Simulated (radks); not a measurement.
The numbers below are computed, except where a source is named.
Kr+, 35 electrons, occupied as [Ar] 3d9 4s2 4p6 (not the ground configuration).

Code: a radial shooting solver on a logarithmic mesh with Libxc functionals. Model: Dirac Kohn-Sham, PBE, spin-unpolarised, spherical densities, finite nucleus; open shells fill j = l - 1/2 first; Fermi nuclear charge, rms radius 4.1884 fm.

Energy parts (eV):
total: -75838.871
kinetic: 77888.229
electron-nucleus: -182460.636
Hartree: 31332.657
exchange-correlation: -2599.120

Orbitals (lengths in bohr, moments of r in powers of bohr):
| orbital | occ. | eigenvalue (eV) | <r^2> | <r^4> |
|---|---|---|---|---|
| 1s1/2 | 2 | -14181.91 | 0.002318 | 0.00001386 |
| 2s1/2 | 2 | -1894.001 | 0.03964 | 0.002719 |
| 2p1/2 | 2 | -1714.388 | 0.03039 | 0.001861 |
| 2p3/2 | 4 | -1660.579 | 0.03182 | 0.002022 |
| 3s1/2 | 2 | -289.5693 | 0.3176 | 0.1587 |
| 3p1/2 | 2 | -226.1116 | 0.3252 | 0.1766 |
| 3p3/2 | 4 | -217.9985 | 0.3375 | 0.1901 |
| 3d3/2 | 4 | -107.6725 | 0.3539 | 0.2590 |
| 3d5/2 | 5 | -106.3046 | 0.3585 | 0.2657 |
| 4s1/2 | 2 | -36.6823 | 2.510 | 9.875 |
| 4p1/2 | 2 | -21.9397 | 3.418 | 19.57 |
| 4p3/2 | 4 | -21.1240 | 3.559 | 21.25 |

The highest occupied level is 4p3/2 at -21.124 eV. The electron density at the nucleus is 4.944e+04 e/bohr^3. The density falls to 0.001 e/bohr^3 at r = 3.67 bohr.
